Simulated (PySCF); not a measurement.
Te(SH)(GeH3) (GeH4STe), SMILES [GeH3][Te]S. Geometry optimised at B3LYP-D3(BJ)/def2-SVP. This is a generated structure with no PubChem entry under its InChIKey; it may be hypothetical. The def2 effective core potentials stand for the cores of Te; spin–orbit coupling is left out. The values are those of a single conformer.

The numbers are results of B3LYP-D3(BJ)/def2-SVP (PySCF), not measurements.

Harmonic wavenumbers (cm⁻¹): 83, 103, 227, 253, 336, 492, 506, 759, 798, 866, 880, 2114, 2134, 2141, 2654. Rotational constants (GHz): 3.324, 1.283, 0.9429; symmetry number 1.

### Question
Work out the zero-point energy and the ideal-gas rigid-rotor harmonic-oscillator thermochemistry at 298.15 K and 1 atm.

### Answer
ZPE = ½ Σ hcν = ½ × 14345 cm⁻¹ = 85.80 kJ/mol. H − E(el) = 105.21 kJ/mol. Entropy in J/(mol K): translation 176.91, rotation 120.38, vibration 59.23, total 356.51. G − E(el) = -1.08 kJ/mol. Cp = 92.03 J/(mol K). Modes under 150 cm⁻¹ make the vibrational entropy uncertain.
